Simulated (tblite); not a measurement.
Species: 1,3,3-trimethylphosphindoline-1-oxide, C11H15OP.
Cartesian coordinates in Å at the GFN2-xTB level; atoms count from 1:
```xyz
28
C11H15OP angstrom
C     -0.3893   -1.8076   -1.0579
C     -0.3976   -1.1900    0.3451
C     -1.4261   -1.9147    1.2182
C      0.9962   -1.3033    0.9882
P      1.8725    0.3001    0.7649
C      2.8668    0.2366   -0.7766
O      2.6549    0.7745    1.9135
C      0.3338    1.1717    0.3765
C      0.1578    2.5397    0.2762
C     -1.1040    3.0364   -0.0016
C     -2.1657    2.1622   -0.1754
C     -1.9831    0.7927   -0.0676
C     -0.7263    0.2846    0.2199
H      0.3429   -1.3118   -1.6903
H     -1.3667   -1.7028   -1.5237
H     -0.1439   -2.8664   -1.0058
H     -2.4045   -1.9262    0.7444
H     -1.1152   -2.9447    1.3804
H     -1.5160   -1.4218    2.1839
H      1.5631   -2.1488    0.5977
H      0.9127   -1.4278    2.0715
H      2.2878   -0.0721   -1.6406
H      3.2716    1.2346   -0.9371
H      3.6951   -0.4504   -0.6105
H      1.0011    3.1991    0.4253
H     -1.2635    4.1015   -0.0815
H     -3.1500    2.5512   -0.3927
H     -2.8253    0.1307   -0.2043
```

Method: GFN2-xTB as coded in tblite; computed harmonic values from a numerical Hessian at the method's own geometry, unscaled. This tight-binding method is rough: wavenumbers can miss measured ones by several per cent, in bad cases by 10 to 20. One conformer, not necessarily the lowest.

Harmonic wavenumbers (cm⁻¹): 64.6, 81.8, 113.6, 138.4, 164.1, 198.9, 215.8, 228.1, 244.9, 271.1, 282.2, 303.4, 337.9, 368.3, 416.9, 432.1, 456.5, 510.9, 525.8, 529.2, 666.9, 689.5, 722.0, 734.7, 756.3, 779.0, 811.1, 838.5, 853.3, 884.5, 903.6, 915.0, 931.2, 960.9, 977.6, 1012.4, 1034.8, 1054.9, 1083.9, 1133.6, 1163.5, 1170.5, 1184.7, 1218.0, 1233.0, 1250.5, 1267.9, 1283.9, 1306.1, 1329.0, 1401.2, 1416.9, 1418.3, 1434.1, 1435.0, 1435.7, 1450.2, 1490.2, 1494.3, 1502.7, 1505.6, 1582.6, 1595.9, 2952.0, 2980.1, 3003.0, 3005.3, 3025.4, 3030.2, 3032.1, 3035.8, 3041.2, 3042.5, 3045.0, 3072.4, 3075.2, 3084.5, 3092.0.

A = 911.5, B = 743.9, C = 505.5 MHz; mass 194.086 u (most abundant isotopes); point group C1, symmetry number 1.

Problem. Zero-point energy?

Solution. ½Σν̃ = 50357 cm⁻¹ = 602.41 kJ/mol.

Problem. Give the ideal-gas entropy at 400 K and 1 bar in the rigid-rotor, harmonic-oscillator model (classical rotation).

Solution. Translation 180.67, rotation 134.28, vibration 232.19: S = 547.1 J/(mol K).

Problem. And Cp and H(400 K) − H(0)?

Solution. Cp = 294.27 J/(mol K), of which vibrations give 261.01 (their classical limit is 78 R = 648.5); H(400 K) − H(0) = 64.58 kJ/mol without the zero-point energy, 51.27 from vibrations.

Problem. How do the functions run with temperature in this model?

Solution. 
```csv
T (K),S (J/(mol K)),Cp (J/(mol K)),H − H(0) (kJ/mol),G − H(0) (kJ/mol),ln q(vib)
50,256.1,55.7,2.03,-10.77,0.34
100,306.6,94.4,5.79,-24.87,1.58
298.15,470.6,228.6,37.89,-102.42,8.61
373.15,527.3,277.7,56.90,-139.85,11.48
500,618.9,349.6,96.85,-212.61,16.37
750,781.0,448.6,197.62,-388.13,25.85
1000,919.4,512.1,318.24,-601.12,34.75
```

q(vib) and H(0) count from the zero-point level.

Problem. What must be added to the electronic energy to get the Gibbs energy at 400 K and 1 bar?

Solution. ZPE + [H(400 K) − H(0)] − T·S = 602.41 + 64.58 − 218.85 = 448.14 kJ/mol.

Problem. Which modes carry the vibrational entropy at 400 K?

Solution. 64.6 cm⁻¹: 20.47; 81.8 cm⁻¹: 18.52; 113.6 cm⁻¹: 15.81; 138.4 cm⁻¹: 14.20; 164.1 cm⁻¹: 12.82; 198.9 cm⁻¹: 11.27 J/(mol K); the other 72 give 139.10 together.

Hindered rotation and anharmonicity are outside this model. Other conformers, if any are populated, would add a mixing term that is left out. The structure is chiral; the term R ln 2 for an equal mix with its mirror image is left out.
